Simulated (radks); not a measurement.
The numbers below are computed, except where a source is named.
Spherical jellium clusters: N electrons in a uniform positive sphere of charge N and radius rs N^(1/3), rs = 4.28 bohr. Level of theory: non-relativistic Kohn-Sham, LDA (Slater exchange, Perdew-Wang correlation), spin-polarised, spherical densities (a radial shooting solver with Libxc functionals). Levels are named by radial order and angular momentum (1s, 1p, 1d, 2s, ...), and open shells are averaged over m.

N = 31, configuration 1s2 1p6 1d10 2s2 1f(up 7, down 4). This is the lowest configuration that the search found. Occupied and some empty levels:

| level | occupation | eigenvalue (eV) | <r> (bohr) |
|---|---|---|---|
| 1s up | 1 | -4.9157 | 7.842 |
| 1s down | 1 | -4.8417 | 7.592 |
| 1p up | 3 | -4.3449 | 9.481 |
| 1p down | 3 | -4.2336 | 9.375 |
| 1d up | 5 | -3.6529 | 10.48 |
| 1d down | 5 | -3.5257 | 10.45 |
| 2s up | 1 | -3.3962 | 8.280 |
| 2s down | 1 | -3.3325 | 8.447 |
| 1f up | 7 | -2.8392 | 11.25 |
| 1f down | 4 | -2.7077 | 11.27 |
| 2p up | 0 | -2.3526 | 9.494 |
| 2p down | 0 | -2.2930 | 9.551 |
| 1g up | 0 | -1.9188 | 11.96 |
| 1g down | 0 | -1.7903 | 12.02 |
| 2d up | 0 | -1.3253 | 11.25 |
| 2d down | 0 | -1.2617 | 11.31 |

Energy (eV): total -58.7424, kinetic 48.480, external -2315.1, Hartree 1149.4, exchange-correlation -108.49, background 1167.0.
